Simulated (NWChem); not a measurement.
Molecule: CH3F3OSi; SMILES [Si](F)(F)(CO)F

```xyz
9

O      0.0879     2.3031    -0.0754
C     -0.8628     1.2373    -0.1760
Si    -0.0093    -0.4203    -0.0142
F      0.9095    -0.7730    -1.2684
F     -1.0495    -1.6182     0.1732
F      0.9336    -0.3773     1.2775
H      0.4638     2.2853     0.8189
H     -1.6765     1.3351     0.5609
H     -1.3263     1.3316    -1.1634
```
Atoms are numbered in this order, from 1.

Results from NWChem. Medium grid unless said otherwise, to which SCAN and Minnesota functionals are sensitive. All runs use the structure optimised with B3LYP/6-31G* (spherical d). Hybrids' shares of exact exchange are those that their runs print; pure functionals count as 0. The functionals differ in more than this share.

```
row               share of exact exchange  highest occupied level (eV)
----------------  -----------------------  ---------------------------
PBE/def2-TZVP                        0.00                        -6.70
r2SCAN/def2-TZVP                     0.00                        -7.04
TPSSh/def2-TZVP                      0.10                        -7.45
B3LYP/def2-TZVP                      0.20                        -8.12
M06-2X/def2-TZVP                     0.54                     withheld
```

### Question
Fit a straight line of the last column on the one before it, predict the withheld value, and compare with the run.

### Answer

1. Means of the 4 shown rows: x = 0.075, y = -7.328. Slope Σ(x − x̄)(y − ȳ)/Σ(x − x̄)² = -0.1707/0.02750 = -6.209; intercept -6.862.
2. The shown rows scatter about the line by 0.122 (root mean square); the largest residual is -0.18, at r2SCAN/def2-TZVP.
3. At x = 0.54 (M06-2X/def2-TZVP; beyond the shown range) the line gives -10.21.
4. The run gives -9.99, +0.22 from the line, 1.8 times the scatter.
